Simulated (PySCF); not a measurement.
Coordinates in bohr (charge 0 multiplicity 2):
```
Sb    0.0000    0.0000   -1.7293
Br    3.6442    0.0000    1.3247
Br   -3.6442    0.0000    1.3247
```

All numbers come from UPBE0 in PySCF with Sb def2-SVP with ECP28, Br def2-SVP; scalar-relativistic core potentials, no spin–orbit coupling; density-fitted integrals.

This geometry of SbBr₂ is a stationary point at this level.

**Question.** What is the point group?

**Answer.** C2v.

**Question.** Is it a minimum?

**Answer.** Yes: all harmonic wavenumbers are real.

**Question.** Which band is strongest in the infrared?

**Answer.** 257 cm⁻¹ (b2), 44 km/mol.

**Question.** What are the dipole moment and the gap between the highest occupied and lowest empty levels of either spin?

**Answer.** 2.43 D and 2.85 eV.

Only a few start shapes were tried, so a lower isomer may exist. No spin–orbit coupling is included, which matters more the heavier the element.
